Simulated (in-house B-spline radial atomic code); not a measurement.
How numerical settings move a run on Sr+, [Kr] 5s1. Computed with a B-spline radial code for spherical atoms: non-relativistic Hartree-Fock, spin-polarised, averaged over the determinants with the given up and down occupations, point nucleus.

Command:
```bash
python run_scf.py task.json out
```
Settings of the sound reference run:
```
Z                38
electrons        37
configuration    [Kr] 5s1
hamiltonian      nr
method           hf
spin_polarised   True
knot_spacing     0.22
spline_order     8
gauss_points     12
box_radius       35.29
max_iterations   70
damping          0.5
damped_steps     3
diis_vectors     10
tolerance        1e-08
start            Thomas-Fermi
```

Run time, properties included: 0.11 s on 1 thread of Intel(R) Xeon(R) 6975P-C, with other jobs on the host.

It converges in 11 iterations to -3131.373964 hartree, with 5s up at -10.3208 eV. The other runs change the listed settings, some to values that make no sense; their results aren't properties of the atom or ion. Radii are in bohr (the nuclear one in fm), a minus after a letter asks for a j subshell, and «unchanged» means within 1e-8 hartree. The run stops when the residual is below 10 × tolerance × max(1, Z/10), or a noise floor if that is larger, and the energy moves by less than 1e-8 × √|E| hartree; so very loose and very tight tolerances often act alike.

```tsv
changed settings	outcome
damped_steps = 1	converged in 10 iterations, energy unchanged, 5s up level +3.9e-07 eV
max_iterations = 12, damping = 0.2	converged in 10 iterations, energy unchanged, 5s up level -8.5e-07 eV
spline_order = 4	converged in 11 iterations, energy +1.34e-03 hartree from the reference, 5s up level +7.5e-05 eV
tolerance = 1e-13	converged in 12 iterations, energy unchanged, 5s up level +5.6e-07 eV
spline_order = 6	converged in 11 iterations, energy +1.99e-06 hartree from the reference
spline_order = 3	converged in 11 iterations, energy +8.08e-02 hartree from the reference, 5s up level +3.6e-03 eV
damped_steps = 8	converged in 15 iterations, energy unchanged
gauss_points = 3, box_radius = 5.29, max_iterations = 75, damping = 0.8	converged in 11 iterations, energy -6.00e+05 hartree from the reference, 5s up level -3.4e+01 eV (the program warns: 5s up reaches the box edge; 4p up reaches the box edge)
electrons = 38, configuration = [Kr] 5s1 6s-1, max_iterations = 100	stopped with error: j subshells need the Dirac Hamiltonian and l > 0
spline_order = 10	converged in 11 iterations, energy -1.56e-08 hartree from the reference
spline_order = 7	converged in 11 iterations, energy +1.32e-07 hartree from the reference
tolerance = 1e-06	converged in 9 iterations, energy unchanged, 5s up level -1.8e-05 eV
```

What happens with damped_steps = 30?

Converged in 31 iterations, energy unchanged, 5s up level -4.8e-07 eV.

What happens with knot_spacing = 0.15, max_iterations = 50, damping = 0.8, diis_vectors = 1?

Converged in 23 iterations, energy -1.63e-08 hartree from the reference.

What happens with gauss_points = 8, max_iterations = 50, damped_steps = 0?

Converged in 10 iterations, energy unchanged, 5s up level +4.4e-07 eV.

What happens with spline_order = 5?

Converged in 11 iterations, energy +4.09e-05 hartree from the reference, 5s up level +2.6e-06 eV.
